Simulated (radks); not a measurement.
Values are calculated unless marked as measured or tabulated.
All-electron atom: Ca II in [Ar] 4s1 (the NIST ground configuration). Level of theory: non-relativistic Kohn-Sham, exchange-only PBE, spin-polarised, spherical densities, point nucleus; open shells are filled with parallel spins first (a radial shooting solver on a logarithmic mesh with Libxc functionals).

Unscreened Slater integrals over Kohn-Sham orbitals (eV). They are taken over the spin-up orbitals.

F0(4s,4s): 6.7258
F0(4s,3p): 8.5726
G1(4s,3p): 0.59494
F0(4s,3s): 8.6433
G0(4s,3s): 0.40178
F0(4s,2p): 9.2395
G1(4s,2p): 0.19780
F0(3p,3p): 19.312
F2(3p,3p): 9.6661
F0(3p,3s): 20.144
G1(3p,3s): 13.359
F0(3p,2p): 26.384
F2(3p,2p): 4.8456
G0(3p,2p): 1.9044
G2(3p,2p): 1.9513
F0(3s,3s): 21.087
F0(3s,2p): 28.096
G1(3s,2p): 2.2052
F0(2p,2p): 75.771
F2(2p,2p): 35.429
